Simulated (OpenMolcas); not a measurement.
Au⁷⁺: effect of the active space

```
Program             : OpenMolcas
Method              : SS-CASPT2 or its RAS form, IPEA 0.25 Eh, imaginary shift 0.1 Eh
Basis               : ANO-R2
Scalar Hamiltonian  : X2C, finite nucleus
Spin-orbit coupling : RASSI with atomic mean-field integrals over the reference wave functions, term energies averaged over their components
```

A. 4 electrons in 5 orbitals (5d); 2S+1 = 5 even, 5 roots; 2S+1 = 3 even, 45 roots; 2S+1 = 1 even, 50 roots; closed shells correlated: 5s 5p; CASPT2 step about 30 core-seconds
B. 10 electrons in 8 orbitals (RAS1 5p, at most 2 holes; RAS2 5d); 2S+1 = 5 even, 5 roots; 2S+1 = 3 even, 45 roots; 2S+1 = 1 even, 50 roots; closed shells correlated: 5s; CASPT2 step about 100 core-seconds
C. 4 electrons in 10 orbitals (5d 6d); 2S+1 = 5 even, 5 roots; 2S+1 = 3 even, 45 roots; 2S+1 = 1 even, 50 roots; closed shells correlated: 5s 5p; CASPT2 step of the order of 19 core-minutes

Energies in cm-1 above 5d4 5D1.

```tsv
Level	A	B	C
5d4 5D1	0.0	0.0	0.0
5d4 5D2	7030	7110	7020
5d4 5D3 [75 %]	11610	11730	11610
5d4 3G3 [60 %]	28660	28800	28510
5d4 3F2(1) [54 %]	29370	29660	29270
5d4 3H5 [73 %]	31860	32120	31820
5d4 3P1(1) [67 %]	32180	32840	32050
5d4 3H6 [66 %]	35280	35420	35310
5d4 3G4 [66 %]	38880	39300	38810
5d4 3G5 [73 %]	51860	52490	51950
5d4 3D1	52810	53420	52670
5d4 1I6 [66 %]	54440	54800	54590
5d4 1S0(1) [65 %]	61150	62170	61230
5d4 1F3 [53 %]	63850	64390	63890
5d4 3F3(2) [75 %]	76780	77160	76710
5d4 3P1(2)	77120	77710	77000
5d4 3P0(2) [73 %]	81260	82180	81130
5d4 1G4(2) [64 %]	82020	82350	81980
5d4 1D2(2)	99030	99230	98990
5d4 1S0(2)	124850	124730	124810
```

A puts 5d4 5D0 [53 %] lowest. B puts 5d4 5D0 [52 %] lowest. C puts 5d4 5D0 [52 %] lowest.

Among A to C the level of the table that moves most is 5d4 3P0(2) [73 %], by 1000 cm-1 (lowest in C, highest in B). Moves below CASPT2's spread within the term are not significant.

CASPT2 does not keep the components of a term degenerate, so their means are used; among the terms shown or strongly mixed into the levels shown the widest spread is 280 cm-1 (5d4 1G(2), A). Active for correlation alone: 5p; no level in the range computed is led by a configuration that opens it, so any true level of that kind is missing (holds for B). Active for correlation alone: 6d; no level in the range computed is led by a configuration that fills it, so any true level of that kind is missing (holds for C). Only configurations of the active space appear. Levels that lie high or do not pair safely by name in every column are left out.

A share in square brackets marks a mixed level and gives the weight of the term that names it, the lowest over the columns. A number in round brackets counts repeated terms of one configuration in the order of the reference energies.
